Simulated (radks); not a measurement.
Initial-state core-level shifts of the tin ion Sn+ when its valence configuration changes from [Kr] 4d10 5s2 5p1. All-electron calculation, scalar-relativistic Kohn-Sham, r2SCAN, spin-polarised, spherical densities, finite nucleus; open shells are filled with parallel spins first (spin-orbit coupling, left out, can overturn this in heavy ions); meta-GGA in the generalised Kohn-Sham scheme; Fermi nuclear charge, rms radius 4.6519 fm. Program: a radial shooting solver on a logarithmic mesh with Libxc functionals. Shifts are changes of the shell-averaged eigenvalues in eV (positive: less bound); the change of the density at the nucleus, which sets a Mossbauer isomer shift, is in e/bohr^3, on a base of 1.965e+05.

| valence | 1s | 3s | 3d | 4s | density at nucleus |
|---|---|---|---|---|---|
| 4d10 5s1.5 5p1.5 | -0.643 | -0.637 | -0.636 | -0.645 | -20.30 |
| 4d10 5s1 5p2 | -1.165 | -1.157 | -1.155 | -1.185 | -41.63 |
| 4d9 5s2 5p2 | -8.145 | -8.270 | -8.318 | -7.212 | +18.89 |
| 4d9 5s1 5p3 | -9.083 | -9.215 | -9.263 | -8.173 | -27.61 |
| 4d10 5p3 | -2.706 | -2.667 | -2.664 | -2.701 | -83.09 |
| 4d9.5 5s2 5p1.5 | -4.065 | -4.128 | -4.151 | -3.630 | +9.30 |
| 4d8.5 5s2 5p2.5 | -12.248 | -12.432 | -12.508 | -10.753 | +28.73 |
